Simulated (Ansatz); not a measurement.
Geometry optimisation, RKS B3LYP/cc-pVDZ in Ansatz 0.2.0.

input.yaml

```yaml
crystal:
  periodic: [false, false, false]
  atoms:
    - { symbol: B, position_ang: [-0.874, 0.4829, -0.5738] }
    - { symbol: "N", position_ang: [0.3516, 1.0619, 0.1197] }
    - { symbol: Al, position_ang: [1.1223, -0.5788, 0.4021] }
    - { symbol: "N", position_ang: [-0.3234, -0.9248, -0.5348] }
    - { symbol: H, position_ang: [-1.9189, 1.0214, -0.9869] }
    - { symbol: H, position_ang: [0.0532, 1.4526, 1.0477] }
    - { symbol: H, position_ang: [1.23172, 1.42894, -0.29535] }
    - { symbol: H, position_ang: [-0.9992, -1.4454, 0.0976] }
basis:
  gaussian: { orbitals: cc-pVDZ }
hamiltonian:
  xc: b3lyp
relax:
  f_tol: 0.02
  max_steps: 50
```

Command:

```bash
$ ansatz run input.yaml --threads 1 --pin off --max-ram 2048MiB --backend cpu --events-out ev --progress --plain --runs-dir out
```

Question: Where does it end, and by what steps?

Answer: The run converged. After 10 steps the energy has fallen by 3.098 eV; H8 moved furthest, 0.67 Å.

```
step  energy less start (eV)  largest force component (eV/Å)  accepted
   0                  0.0000                           6.222       yes
   1                 -1.5091                           3.117       yes
   2                 -2.4848                           1.340       yes
   3                 -2.8397                           2.550       yes
   4                 -2.9093                           2.572       yes
   5                 -3.0872                           0.327       yes
   6                 -3.0955                           0.147       yes
   7                 -3.0978                           0.086       yes
   8                 -3.0981                           0.068       yes
   9                 -3.0980                           0.083        no
  10                 -3.0982                           0.017       yes
```

```xyz
8
Properties=species:S:1:pos:R:3
B -0.757 0.396 -0.380
N 0.452 1.156 0.177
Al 1.235 -0.924 0.642
N -0.518 -0.955 -0.208
H -1.717 0.949 -0.869
H 0.214 1.798 0.938
H 0.923 1.739 -0.520
H -1.188 -1.660 -0.505
```

Whether the end is a true minimum wasn't checked by a vibrational analysis.

Time of the run: 40 s on 1 thread of Arm Neoverse V1, on a shared host, peak memory 0.15 GiB.
